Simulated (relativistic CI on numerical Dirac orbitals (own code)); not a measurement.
**Sensitivity of the levels of Re XVI to α and to the nuclear radius**

Method of calculation: Dirac-Coulomb-Breit CI, orbitals from a KLI potential per configuration, derivatives by finite differences, unscaled Slater integrals, QED left out (own radial code, finite nucleus).

CI space (outside the closed core [Kr] 4d10): 4f12 5s2, 4f14, 4f13 5s, 4f12 5s 5p, 4f11 5s2 5p, 4f13 5p, 4f13 5d. Double excitations out of closed p, d and f shells are left out; levels of such configurations are missing from the list, as are those of other unlisted configurations, and high levels can miss mixing partners.

With x = (α/α₀)² − 1 an excitation energy changes as ω = ω₀ + qx; K = 2q/ω₀ is the relative enhancement. Terms are leading LS components, so labels can repeat. The field-shift factor is F = δν/δ⟨r²⟩ for the transition from the lowest level.

Lowest level 4f12 5s2 3H_6.

```tsv
Level	ω₀ (cm⁻¹)	q (cm⁻¹)	K	F (GHz/fm²)
4f12 5s2 3F_4	9862.8	-1122	-0.228	0.14
4f12 5s2 3H_5	18438.7	17280	1.87	1.08
4f12 5s2 3H_4	26668.4	18950	1.42	1.31
4f12 5s2 3F_2	30139.3	8317	0.552	0.919
4f12 5s2 3F_3	30318.8	17320	1.14	1.31
4f12 5s2 1G_4	44182.4	33730	1.53	2.27
4f12 5s2 3P_2	55591.2	14820	0.533	1.69
4f12 5s2 1I_6	65616.1	14370	0.438	1.87
4f12 5s2 3P_0	69795.3	8913	0.255	0.945
4f12 5s2 3P_1	73123.8	16810	0.46	2.08
4f12 5s2 3P_2	77183.5	27330	0.708	2.62
4f13 5s 3F°_4	85566.8	308900	7.22	-455
4f13 5s 3F°_3	90296.8	311100	6.89	-457
```

At this charge transitions that keep the count of f electrons are usually good to a few per cent. Terms inside the open d or f shell come out 10 to 20 % too wide with unscaled integrals. Levels and lines within the n = 5 or 6 shells can be off by up to 10 % or somewhat more, and those that change n by about 2 %, since core polarisation is missing. Levels that differ in their count of f electrons can be misplaced by several ten thousand cm⁻¹, since the correlation energy of f electrons is missing or only estimated; rates across such gaps can be off by orders of magnitude.
